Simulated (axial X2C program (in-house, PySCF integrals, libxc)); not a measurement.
## Spin–orbit effects down a group: molecules with Rh, PBE0

Calculated with an in-house all-electron X2C program for linear molecules (integrals from PySCF), spin-free (one-electron X2C) or two-component (2c: spin–orbit coupling with atomic mean-field Coulomb and Gaunt terms, which also bring small scalar terms), in Dyall basis sets with cores contracted in-house; open shells are unrestricted.

Basis sets: H dyall-v3z, Li dyall-cv3z, Na dyall-cv3z, Rh dyall-cv3z.

```
molecule  spin-free state  Re (Å)  ωe (cm⁻¹)  De (eV)  2c state  Re 2c (Å)  ωe 2c (cm⁻¹)  De 2c (eV)
     RhH   M_S = 1, Λ = 2   1.552     2008.3     2.93     Ω = 3      1.553        2005.0         n/a
    LiRh   M_S = 1, Λ = 2   2.387      366.7     1.56     Ω = 3      2.390         367.0         n/a
    NaRh   M_S = 1, Λ = 2   2.734      199.5     1.24     Ω = 3      2.735         199.3         n/a
```

Task: Work out the shifts from the spin-free to the two-component result.

Result: 

| molecule | 2c state | ΔRe (Å) | Δωe (cm⁻¹) | ΔDe (eV) |
| --- | --- | --- | --- | --- |
| RhH | Ω = 3 | 0.001 | -3.3 | n/a |
| LiRh | Ω = 3 | 0.003 | 0.3 | n/a |
| NaRh | Ω = 3 | 0.001 | -0.2 | n/a |

Shifts of one unit in the last digit are rounding.

Each entry is the lowest single determinant of a limited PBE0 search at one distance. De goes to single-determinant-based atoms at the same level (for ions the charge split of lowest energy) and is withheld (n/a) where an atom does not fit its ground term or J level. Main or longest-lived isotopes. One determinant is a doubtful description, or other states lie close, for RhH, LiRh, NaRh; these need not be ground states, and all values refer to the states named. With several unpaired electrons the Ω given is that of one determinant, not necessarily of the lowest component. The functionals have no current term, which raises determinants with orbital currents.
